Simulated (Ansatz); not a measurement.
Input file for Ansatz (a first-principles code): R-CCSD(T)/cc-pV(D+d)Z on AlClH3N (SMILES [NH2][AlH][Cl]), a point of a torsion scan. Files ending in .json are basis or fitting sets from the Basis Set Exchange.

Ansatz 0.2 input:
```yaml
crystal:
  periodic: [false, false, false]
  atoms:
    - {symbol: N, position_ang: [-0.98411584, -0.19339714, -0.03535806]}
    - {symbol: Al, position_ang: [0.74051868, 0.21959620, 0.06169235]}
    - {symbol: Cl, position_ang: [2.12880696, -0.94657370, 0.96061234]}
    - {symbol: H, position_ang: [-1.51671181, -0.74072922, 0.63116618]}
    - {symbol: H, position_ang: [-1.64166624, 0.27104931, -0.64806182]}
    - {symbol: H, position_ang: [1.21347199, 1.50849849, -0.59848872]}
basis:
  gaussian:
    orbitals: cc-pV_D+d_Z.json
magnetization: {spin_polarized: false}
correlation: {method: ccsd_t, electrons: outside_noble_gas}
scf: {lower_state_search: off}
```

The log:

```
WARN ansatz: RAYON_NUM_THREADS=1 ignored (pool sized by the plan → 1); use --threads N
Functional definition: HF
these checks for a lower state are left out or cut short: stability, starts, cluster_reference, orbital_swaps, neighbouring_geometries, increment
integrals: 0.06 GiB planned
750 factors; integrals over basis functions are off by at most 1.1e-3 eV
mean field: 0.17 GiB planned
mean field evaluation 1: about -20616.3953 eV, gradient 3.3e1 eV
mean field evaluation 2: about -20616.4227 eV, gradient 3.3e1 eV
mean field evaluation 4: about -20618.8708 eV, gradient 2.2e0 eV
mean field evaluation 8: about -20618.8944 eV, gradient 1.2e-1 eV
mean field -20618.89445758 eV, -757.7303953273 hartree, gradient 9.8e-7 eV, S^2 0.000000; 0 other end points of the search recorded, 0 dependent functions left out
11 core orbitals not correlated
reference -20618.89445758 eV, -757.7303953273 hartree; 9, 9 occupied and 55, 55 virtual orbitals, 750 factors
second order -10.18736353 eV of doubles, -0.00000000 eV of singles
coupled cluster: 0.16 GiB planned
cycle   1  -10.79254261 eV  change   -6.1e-1 eV  update   6.8e-2
cycle   2  -11.04087952 eV  change   -2.5e-1 eV  update   2.1e-2
cycle   3  -11.09138979 eV  change   -5.1e-2 eV  update   1.1e-2
cycle   4  -11.08888524 eV  change    2.5e-3 eV  update   3.4e-3
cycle   5  -11.08806080 eV  change    8.2e-4 eV  update   1.4e-3
cycle   6  -11.08803561 eV  change    2.5e-5 eV  update   4.6e-4
cycle   7  -11.08796925 eV  change    6.6e-5 eV  update   1.4e-4
cycle   8  -11.08799559 eV  change   -2.6e-5 eV  update   4.0e-5
cycle   9  -11.08799296 eV  change    2.6e-6 eV  update   1.2e-5
perturbative correction -0.24943439 eV, -0.0091665447 hartree
Total energy: -20630.23188493 eV, -758.1470380976 hartree
Checks for a lower state left out: stability, starts, cluster_reference, orbital_swaps, neighbouring_geometries, increment
```

The calculation finished and met its thresholds.

Cost: around 2.5 core-seconds (rough).
